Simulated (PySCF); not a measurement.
Calculation: PySCF with PBE-D3(BJ)/def2-TZVP // B3LYP-D3(BJ)/def2-TZVP. Gas-phase values, no solvent. 

Reference species (SMILES): `[F][In]([F])[F]` (neutral, multiplicity 1).

```yaml
dipole_moment: 0.00 D
```

Changed species: `[F][InH2]` (whole molecule; the reference has whole molecule).

Task: Predict the effect on the dipole moment.

Result: the dipole moment increases by 2.95 D, to 2.95 D.
